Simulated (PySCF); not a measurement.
# Radial density of Cs (caesium, neutral)

r2SCANh, [Xe] 6p1, 2P determinant (an excited configuration). Computed with PySCF 2.14 in x2c-QZVPPall, with scalar relativity by spin-free X2C-1e.

```tsv
r (bohr)	4πr²ρ (e/bohr)	4πr²(ρα − ρβ)
0.0291	64.23	0.0007
0.0490	71.17	0.0015
0.0823	93.45	0.0009
0.139	68.17	0.0004
0.233	79.51	0.0031
0.392	34.12	0.0011
0.659	31.49	0.0055
1.11	11.66	0.0084
1.86	5.501	0.0204
3.14	1.041	0.0050
5.28	0.1547	0.1367
8.87	0.1150	0.1150
14.9	0.007116	0.0071
```

Densities and radii are taken from the X2C orbitals without a picture-change correction, which distorts them close to the nucleus.

Spin-orbit coupling, absent here, splits the open shell strongly.
